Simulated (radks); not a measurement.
Values are calculated unless marked as measured or tabulated.
Task: Neutral iodine is in [Kr] 4d10 5s2 5p5. Level of theory: non-relativistic Kohn-Sham, PBE, spin-polarised, spherical densities, point nucleus (a radial shooting solver on a logarithmic mesh with Libxc functionals). Open shells are filled with parallel spins first. One electron is removed from 5p, 5s, 4d, 4p in turn, with full relaxation. Which removal costs least, and what does each cost?

Result: 5p 10.598 eV; 5s 19.998 eV; 4d 60.409 eV; 4p 133.14 eV. The 5p electron leaves first.
